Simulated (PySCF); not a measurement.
Cyclooctane, C8H16.
SMILES with atom numbers: `[CH2:1]1[CH2:2][CH2:3][CH2:4][CH2:5][CH2:6][CH2:7][CH2:8]1` (hydrogens: H9, H10 on C1; H11, H12 on C2; H13, H14 on C3; H15, H16 on C4; H17, H18 on C5; H19, H20 on C6; H21, H22 on C7; H23, H24 on C8)

Level of theory: PBE0-D3(BJ)/def2-SVP geometry optimisation, gas phase (PySCF).

Task: List the bond lengths, angles and torsions at this level.

Result: 
| bond | length (Å) | order |
| --- | --- | --- |
| C1–C2 and 5 like bonds | 1.529 | single |
| C3–C4, C6–C7 | 1.536 | single |
| C1–H9 and 15 like bonds | 1.103 | single |

Bonds in one row agree within 0.01 Å and their mean is given. Orders are formal, as drawn. A selection of angles:
| angle | degrees |
| --- | --- |
| C2–C1–C8 | 117.4 |
| C2–C1–H9 | 109.1 |
| C2–C1–H10 | 107.8 |
| H9–C1–H10 | 104.8 |
| C2–C3–C4 | 115.7 |
| C4–C5–C6 | 118.8 |

Dihedral angles: C8–C1–C2–C3 -64° (synclinal); C1–C2–C3–C4 -44° (synclinal); C2–C3–C4–C5 100° (anticlinal); C3–C4–C5–C6 -65° (synclinal); C4–C5–C6–C7 65° (synclinal); C5–C6–C7–C8 -100° (anticlinal); C6–C7–C8–C1 44° (synclinal); C2–C1–C8–C7 65° (synclinal).

The 8-membered ring C1–C2–C3–C4–C5–C6–C7–C8 has internal angles of 115.7° to 118.8° (sum 934°, against 1080° for a flat polygon); it is puckered, 0.43 Å rms from its mean plane, widest ring torsion 100°. Of the pairs four or more bonds apart, H14···H22 is among the closest relative to their van der Waals radii: 2.09 Å, 87 % of the sum of Bondi's values.

Point group: Cs (tolerance 0.08 Å). PBE0-D3(BJ)/def2-SVP frequencies: not computed here. One conformer, not necessarily the lowest.

Time: 84 s of wall time. Hardware: one thread, x86-64 server, shared host. That covers the optimisation of the geometry.
